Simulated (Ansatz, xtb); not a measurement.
**HLiMgO2Se: which of two structures lies lower**

We compare a, a singlet given by its coordinates, with b, a singlet given by its coordinates. Both are isolated molecules in the gas phase, relaxed with B3LYP-D3(BJ)/6-311G**.

a (Å):

```xyz
6

Li   -0.5260   -1.0114    1.0687
Mg    0.4200    0.7850   -0.3884
O    -1.1078   -0.3187   -0.5665
O     0.7757    0.1308    1.4225
Se    2.5248    0.6318    0.7443
H    -1.7401   -0.5159   -1.2548
```

Close contacts (Å): Li1–Mg2 2.50, Li1–O3 1.87, Li1–O4 1.77, Mg2–O3 1.89, Mg2–O4 1.96, Mg2–Se5 2.40, O4–Se5 1.94, O3–H6 0.96.

b (Å):

```xyz
6

Li    0.2202    1.8334   -0.6532
Mg   -2.1251   -0.4638    0.0124
O    -1.3700    1.2877   -0.2421
O    -2.8004   -1.7990    1.0322
Se   -1.1934    0.5632   -2.0981
H    -3.1133   -1.8627    1.9317
```

Close contacts (Å): Li1–O3 1.73, Li1–Se5 2.39, Mg2–O3 1.92, Mg2–O4 1.81, Mg2–Se5 2.53, O3–Se5 2.00, O4–H6 0.95.

Quicker runs give these differences E(b) − E(a): GFN2-xTB +14.2 kcal/mol; HF/STO-3G +10.4 kcal/mol (at GFN2-xTB geometries); r2SCAN-D4/def2-SVP −2.1 kcal/mol (at GFN2-xTB geometries).

Q: Estimate E(b) − E(a) at the level CCSD(T)/def2-TZVP.

A: Calculated at CCSD(T)/def2-TZVP: E(b) − E(a) = −2.4 kcal/mol, so structure b lies lower.

Level by level:

| level | geometry | E(b) − E(a) (kcal/mol) | departure from the last row (kcal/mol) | job, with rough time for the two |
| --- | --- | --- | --- | --- |
| GFN2-xTB | GFN2-xTB | +14.2 | +16.6 | optimisation, 0.18 s |
| HF/STO-3G | GFN2-xTB | +10.4 | +12.8 | single point, 0.24 s |
| r2SCAN-D4/def2-SVP | GFN2-xTB | −2.1 | +0.3 | single point, 1.2 s |
| B3LYP-D3(BJ)/6-311G** | B3LYP-D3(BJ)/6-311G** | −0.1 | +2.3 | optimisation, 31 s |
| HF/def2-TZVP | B3LYP-D3(BJ)/6-311G** | −2.2 | +0.2 | part of the CCSD(T) run |
| MP2/def2-TZVP | B3LYP-D3(BJ)/6-311G** | −2.8 | −0.4 | part of the CCSD(T) run |
| CCSD(T)/def2-TZVP | B3LYP-D3(BJ)/6-311G** | −2.4 |  | single point, 57 s |

GFN2-xTB, HF/STO-3G put the two in the other order. B3LYP-D3(BJ)/6-311G** finds them nearly level. The largest departure from CCSD(T)/def2-TZVP is that of GFN2-xTB, 16.6 kcal/mol.

With harmonic frequencies from B3LYP-D3(BJ)/6-311G** (ideal gas, rigid rotor, one conformer each, 400 K, 1 atm): on the last row, ΔE + ΔZPE = −3.4 kcal/mol. A mode under 50 cm⁻¹ makes harmonic enthalpies and free energies unreliable, so none is given.

The correlated steps freeze 12 core orbitals; the filled d shell of Se is correlated; the last core shell of Li and Mg is correlated, in a basis made for valence electrons. Codes used: Ansatz 0.2.0, xtb 6.7.1; the last row on 2 threads of AMD EPYC 9R45 96-Core Processor (Zen 5) on a shared host.
